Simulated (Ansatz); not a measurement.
Coupled-cluster diagnostics for the cluster Ag2Cl, Ansatz.

Geometry of the doublet (PBE-D4/def2-TZVP):

Cartesian coordinates in Å:
```
Ag -2.2528 0.8460 0.2365
Ag 2.2470 -0.8641 -0.2258
Cl 0.0058 0.0181 -0.0108
```

In the def2 sets Ag takes a core potential; there is no spin–orbit coupling. Correlated methods freeze 5 core orbitals; core or outer-core shells of Ag are correlated, in sets that lack core-valence functions. In CCSD on the charge 0 doublet the largest single amplitude is 0.34, so its Hartree–Fock determinant may place the open shell otherwise than the density functionals do. No other spin state of charge 0 was run. Another isomer (doublet) lies 0.39 eV lower at PBE0-D4/def2-TZVP; other spin states weren't run for this one.

Estimate the CCSD(T) correlation energy, the shares of MP2 and (T), T1 and the reference's ⟨S²⟩ for: charge 0, doublet, own geometry in def2-TZVP; and the rough time on 4 threads of Arm Neoverse V1 on a shared host.


```tsv
state	basis	correlation (eV)	MP2 share (%)	(T) share (%)	T1	⟨S²⟩ (pure)	wall time
charge 0, doublet, own geometry	def2-TZVP	-30.437	100.4	2.5	0.041	0.76 (0.75)	36 s
```
Customary marks for T1 are 0.02 (closed shells), 0.045 (open shells) and about 0.05 (3d metals). T1 exceeds 0.02 in 1 of 1 rows and 0.045 in 0; the higher it lies, the less the single-reference result can be trusted.
